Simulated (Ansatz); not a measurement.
Q: Predict a relaxed structure of the cluster BeCl3⁻ (the lowest singlet isomer of a short search), charge -1, singlet, at PBE0-D4/def2-TZVPD (Ansatz).

A: 
```xyz
4

Be    0.0003    0.0000    0.0007
Cl    1.0089   -1.4777   -0.7244
Cl    0.6915    1.7974   -0.1317
Cl   -1.7006   -0.3197    0.8554
```
Point group D3h (tolerance 0.1 Å). This is one stationary point.

The structure comes from a short search, and lower isomers may exist.
